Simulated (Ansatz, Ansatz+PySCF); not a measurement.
```xyz
2

Li    0.0000    0.0000   -0.3675
H     0.0000    0.0000    1.1025
```

Basis set: def2-SVP (spherical functions). All electrons are correlated. Charge 0, multiplicity 1.

Computed with Ansatz (development build ahead of 0.2.0); each method stands on the lowest determinant of its kind that the runs found. Restricted open shells among the atoms or ions are ROHF, correlated in semicanonical orbitals with singles.

(1) Give the atomization energy at this shape (free ground-state atoms in the same class of orbitals less the molecule, no zero-point energy) of singlet LiH by RHF-CCSD(T), RHF-MP2, RHF.

## Answers

(1)

```
     method  atomization energy
RHF-CCSD(T)      49.15 kcal/mol
    RHF-MP2      44.90 kcal/mol
        RHF      32.37 kcal/mol
```
